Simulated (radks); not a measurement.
Initial-state core-level shifts of the chromium ion Cr2+ when its valence configuration changes from [Ar] 3d4. Method: scalar-relativistic Kohn-Sham, PBE, spin-polarised, spherical densities, finite nucleus; open shells are filled with parallel spins first; Fermi nuclear charge, rms radius 3.6452 fm; computed with a radial shooting solver on a logarithmic mesh with Libxc functionals. Shifts are changes of the shell-averaged eigenvalues in eV (positive: less bound); the change of the density at the nucleus, which sets a Mossbauer isomer shift, is in e/bohr^3, on a base of 1.151e+04.

valence               1s       2p       3s       3p  density at nucleus
3d2 4p2          -17.749  -19.778  -16.651  -16.079              +4.894
3d3 4p1           -8.399   -9.302   -8.070   -7.800              +2.088
3d1.5 4s0.5 4p2  -22.202  -24.876  -20.535  -19.814             +11.494
3d3 4s1           -7.207   -8.144   -6.877   -6.618             +10.432
3d1 4p3          -27.950  -31.312  -25.565  -24.679              +8.383
3d2 4s1 4p1      -16.620  -18.665  -15.531  -14.972             +14.221
3d3.5 4s0.5       -3.462   -3.906   -3.344   -3.219              +4.902
3d2 4s2          -15.652  -17.671  -14.578  -14.038             +22.738
3d1 4s2 4p1      -26.142  -29.472  -23.757  -22.901             +28.857
